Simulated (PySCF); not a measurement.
CH3F3OSi.

```xyz
9

Si     1.0139    -0.6951     0.2252
O      2.0514    -0.0497    -0.8916
C     -0.7075     0.1722     0.1126
F     -1.2923     0.0199    -1.0820
F     -0.5956     1.4966     0.3312
F     -1.5525    -0.3116     1.0365
H      0.8274    -2.1256    -0.1125
H      1.4634    -0.4921     1.6321
H      2.3129     0.8700    -0.7872
```
Charge 0, spin multiplicity 1.

The structure is a stationary point at PBE0-D3(BJ)/def2-SVP. Other conformers were not sampled.

Method: PBE/pcSseg-1 in PySCF. Non-relativistic, no solvent.

Computed absolute GIAO shielding of each atom: isotropic value and principal components (ppm):
```
atom  σ(iso)    σ11    σ22    σ33   span
----  ------  -----  -----  -----  -----
Si1    365.5  320.1  353.1  423.2  103.2
O2     315.7  293.2  311.5  342.4   49.2
C3      42.2   40.1   41.0   45.3    5.2
F4     234.8  142.5  246.2  315.7  173.2
F5     233.9  138.4  245.7  317.7  179.2
F6     238.8  146.7  259.7  310.0  163.3
H7      26.4   23.4   25.0   30.8    7.4
H8      26.2   23.0   25.0   30.6    7.6
H9      30.1   22.1   25.8   42.4   20.3
```
